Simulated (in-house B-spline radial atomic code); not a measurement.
**Ionising Co²⁺ with different functionals**

Computed with an all-electron radial atomic-structure program (B-spline basis): non-relativistic Hamiltonian, point nucleus, spin-polarised at highest spin, spherical fractional occupations for the functionals, and exact exchange of hybrids averaged over the configuration. The ionisation energy is the difference of two self-consistent energies, [Ar] 3d7 → [Ar] 3d6, without Breit or QED terms; ε is the level of the shell that loses the electron (its least bound occupied spin orbital).

```
   method                    rung  ΔSCF (eV)  -ε(3d) (eV)
     PBE0           global hybrid          ?            ?
    B3LYP           global hybrid      33.72        27.59
    TPSSh           global hybrid      33.40        26.16
   M06-2X           global hybrid      33.21        30.87
BHandHLYP           global hybrid      32.97        30.23
  r2SCAN0           global hybrid          ?            ?
    B97-1           global hybrid      33.50        27.46
    HSE06  range-separated hybrid      33.38        27.41
    wB97X  range-separated hybrid      33.36        30.36
CAM-B3LYP  range-separated hybrid      33.70        29.57
  LC-wPBE  range-separated hybrid      33.76        30.70
```

(1) What does PBE0 give?

(2) What does r2SCAN0 give?

(3) Among the functionals, which spreads more, the ΔSCF values or the orbital energies?

(4) How do they compare with the NIST value?

Answers

(1) ΔSCF 33.37 eV, and -ε(3d) = 27.81 eV.

(2) ΔSCF 32.86 eV, and -ε(3d) = 27.42 eV.

(3) The orbital energies: ΔSCF values span about 0.89 eV and the orbital energies 4.71 eV; here energy differences depend much less on the functional than eigenvalues do.

(4) NIST lists 33.50 eV ± 0.06 (semi-empirical, ground level to ground level). Errors run from -0.64 to +0.26 eV; B97-1 is closest (-0.00 eV), but part of that can be cancellation, since the calculations leave out relativity, Breit-QED terms, multiplet and fine-structure energies.
